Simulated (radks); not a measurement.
Question: All-electron atom: neutral krypton in [Kr] (the NIST ground configuration). Method: Dirac Kohn-Sham, BLYP, spin-unpolarised, spherical densities, finite nucleus; Fermi nuclear charge, rms radius 4.1884 fm; computed with a radial shooting solver on a logarithmic mesh with Libxc functionals. Some entries of the table are withheld. Estimate them.

orbital,occ.,eigenvalue (eV),<r^2> (bohr^2)
1s1/2,2,-14156.34,0.002318
2s1/2,2,-1863.796,0.03965
2p1/2,2,-1684.601,0.03039
2p3/2,4,-1630.731,0.03182
3s1/2,2,(1),0.3236
3p1/2,2,-200.2523,0.3335
3p3/2,4,-192.3261,0.3466
3d3/2,4,-82.0375,(2)
3d5/2,6,-80.7339,(3)
4s1/2,2,(4),2.826
4p1/2,2,-9.5276,4.346
4p3/2,4,-8.8845,4.584

Answer: 
(1) 3s1/2 eigenvalue (eV): -263.5001
(2) 3d3/2 <r^2> (bohr^2): 0.3783
(3) 3d5/2 <r^2> (bohr^2): 0.3836
(4) 4s1/2 eigenvalue (eV): -22.9274
